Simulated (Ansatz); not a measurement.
`CO[SiH](C)F` → `CO[Si]C` + H–F at 500 K and 1 bar (silylene formation by 1,1-elimination).

Gas-phase electronic energies from Ansatz, PBE0-D4/def2-TZVP geometries. CBS: MP2 limit from def2 TZ/QZ plus the TZ coupled-cluster correction, frozen cores. This one scheme is used for every species. One conformer a species, not always the lowest.

```csv
species,CCSD(T)/CBS energy (Eh),H − E (kJ/mol),S (J/(mol·K))
`CO[SiH](C)F`,-544.48370,288.7,424.6
`CO[Si]C`,-443.95718,245.8,384.6
H–F,-100.39570,39.4,188.7
```

H − E and S are ideal-gas, rigid-rotor, harmonic terms from PBE0-D4/def2-TZVP, for one conformer and one mirror image of each species. 1 Eh = 2625.50 kJ/mol, R = 8.31446 J/(mol·K).

Task: By hand: ΔE, ΔH, ΔS and ΔG.

Result: ΔE = (-443.95718) + (-100.39570) − (-544.48370) = 0.13082 Eh = 343.5 kJ/mol. Δ(H − E) = 245.8 + 39.4 − 288.7 = -3.5, so ΔH = 340.0 kJ/mol. ΔS = 384.6 + 188.7 − 424.6 = 148.7 J/(mol·K). ΔG = 340.0 − 500 × (148.7)/1000 = 265.6 kJ/mol.

Task: By hand: the equilibrium constant, and the temperature at which ΔG would vanish if ΔH and ΔS stayed fixed.

Result: log₁₀ K = −ΔG/(RT ln 10) = -27.7. ΔG = 0 at ΔH/ΔS = 2286 K.

The number of gas molecules changes by +1, which sets the sign of ΔS. A doubt of 5 kJ/mol in ΔE shifts log₁₀ K by 0.5 here. Other conformers and mirror images would add mixing entropy, several J/(mol·K) or more a flexible species. Modes under 60 cm⁻¹, often nearly free rotors, make the harmonic entropy too high. These are equilibria of isolated gas molecules and say nothing of rates. Largest T1 diagnostic: 0.014 (customary marks: 0.02 for closed shells, 0.045 for open ones).
